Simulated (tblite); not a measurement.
C2H13B2NSi2.
Atom-mapped SMILES: `[BH2:1][SiH2:2][SiH2:3][NH:4][B:5]([CH3:6])[CH3:7]` (hydrogens: H8, H9 on B1; H10, H11 on Si2; H12, H13 on Si3; H14 on N4; H15, H16, H17 on C6; H18, H19, H20 on C7)

Computed with GFN2-xTB (tblite), gas phase: L-BFGS steps from a force-field or distance-geometry start until the largest atomic force falls under 0.01 eV/Å.

Step 0: E = -536.6727 eV
```
atom  x, y, z in Å  |  force x, y, z in eV/Å
B1      2.9301    1.1827   -1.0975    0.482   0.550   0.132
Si2     2.6209   -0.2333    0.1939    1.166   0.697  -0.108
Si3     0.7997   -1.4077   -0.3346   -1.194  -0.640   0.105
N4     -0.5610   -1.1179    0.7675   -0.039   1.365  -0.533
B5     -1.6388   -0.2299    0.2347    1.574  -0.264   0.790
C6     -1.2254    0.7681   -0.9478   -0.586   0.239   0.676
C7     -3.0488   -0.0003    0.8972    0.047   0.343  -0.246
H8      3.9495    1.2462   -1.7000   -0.411  -0.106  -0.017
H9      2.2186    2.1099   -1.1872   -0.039  -0.037  -0.117
H10     2.5490    0.2618    1.5772    0.125  -0.070   0.128
H11     3.7631   -1.1540    0.0493    0.051  -0.134   0.406
H12     0.3990   -0.9326   -1.6835    0.152  -0.643   0.144
H13     1.0860   -2.8474   -0.3851   -0.269  -0.051   0.005
H14    -0.2784   -0.9240    1.7458   -0.701  -0.654  -0.918
H15    -1.9649    1.6094   -0.9408    0.873  -0.545  -0.428
H16    -1.2810    0.2095   -1.8864    0.073   0.654   0.042
H17    -0.1887    1.1437   -0.7538   -1.078  -0.117  -0.537
H18    -3.0419    1.0320    1.3184   -0.177  -0.835  -0.019
H19    -3.3130   -0.7430    1.6602   -0.204   0.474  -0.319
H20    -3.7792    0.0376    0.0598    0.155  -0.226   0.812
```

Step 1: E = -536.8772 eV
```
atom  x, y, z in Å  |  force x, y, z in eV/Å
B1      2.9370    1.1905   -1.0957    0.315   0.490   0.200
Si2     2.6376   -0.2233    0.1924    0.537   0.364  -0.157
Si3     0.7827   -1.4168   -0.3331   -0.336  -0.229   0.087
N4     -0.5615   -1.0985    0.7598    0.150   0.911  -0.459
B5     -1.6163   -0.2337    0.2460    0.594   0.262   0.513
C6     -1.2338    0.7715   -0.9382   -0.252  -0.259   0.298
C7     -3.0481    0.0046    0.8937    0.400  -0.069  -0.076
H8      3.9436    1.2447   -1.7002   -0.215  -0.067  -0.140
H9      2.2180    2.1094   -1.1888   -0.052   0.004  -0.114
H10     2.5508    0.2608    1.5790    0.132  -0.070   0.121
H11     3.7638   -1.1559    0.0551    0.121  -0.172   0.386
H12     0.4012   -0.9418   -1.6814    0.089  -0.609   0.080
H13     1.0821   -2.8482   -0.3850   -0.283  -0.146   0.031
H14    -0.2884   -0.9334    1.7327   -0.578  -0.625  -0.493
H15    -1.9524    1.6016   -0.9469    0.429  -0.156  -0.323
H16    -1.2799    0.2189   -1.8858    0.029   0.621   0.148
H17    -0.2041    1.1421   -0.7614   -0.761   0.003  -0.428
H18    -3.0444    1.0201    1.3181   -0.148  -0.455   0.093
H19    -3.3160   -0.7363    1.6556   -0.192   0.401  -0.260
H20    -3.7770    0.0344    0.0714    0.022  -0.199   0.496
```

**Question.** Estimate the geometry and energy of step 2. (The exact step hangs on the optimiser's Hessian estimate; all steps are aligned on step 1, rigid shifts and turns removed.)

**Answer.** E = -537.0547 eV, largest force 1.105 eV/Å
```
atom  x, y, z in Å  |  force x, y, z in eV/Å
B1      2.9500    1.2097   -1.0884    0.089   0.326   0.263
Si2     2.6617   -0.2075    0.1867   -0.043   0.016  -0.049
Si3     0.7649   -1.4279   -0.3297    0.640   0.116  -0.057
N4     -0.5569   -1.0610    0.7418    0.542   0.133  -0.205
B5     -1.5880   -0.2266    0.2673   -0.668   0.874  -0.100
C6     -1.2454    0.7644   -0.9246   -0.061  -0.343  -0.080
C7     -3.0348    0.0043    0.8898    0.415  -0.257   0.087
H8      3.9343    1.2419   -1.7049    0.071   0.004  -0.312
H9      2.2161    2.1093   -1.1932   -0.089   0.111  -0.103
H10     2.5558    0.2581    1.5837    0.139  -0.088   0.046
H11     3.7680   -1.1623    0.0700    0.159  -0.167   0.345
H12     0.4050   -0.9654   -1.6780    0.001  -0.530  -0.042
H13     1.0714   -2.8532   -0.3840   -0.293  -0.225   0.083
H14    -0.3113   -0.9575    1.7113   -0.360  -0.622   0.201
H15    -1.9335    1.5935   -0.9599   -0.138   0.261  -0.168
H16    -1.2786    0.2429   -1.8808   -0.053   0.276  -0.032
H17    -0.2350    1.1415   -0.7785   -0.090   0.171  -0.216
H18    -3.0502    1.0005    1.3211   -0.080   0.037   0.223
H19    -3.3234   -0.7205    1.6453   -0.150   0.069   0.017
H20    -3.7754    0.0266    0.0922   -0.030  -0.163   0.098
```

The energy changes by -0.1775 eV. The first-order estimate −F·Δx gives -0.2929 eV and the mean of the old and new forces, exact on a quadratic surface, -0.1767 eV. The step makes an angle of 6° with the force vector and moves no atom by more than 0.042 Å.

The cost below is that of the whole relaxation. The run took 1.6 s of wall time on one thread, Arm Neoverse V2 (aarch64), shared host with 32 logical CPUs at a one-minute load of 7.6.
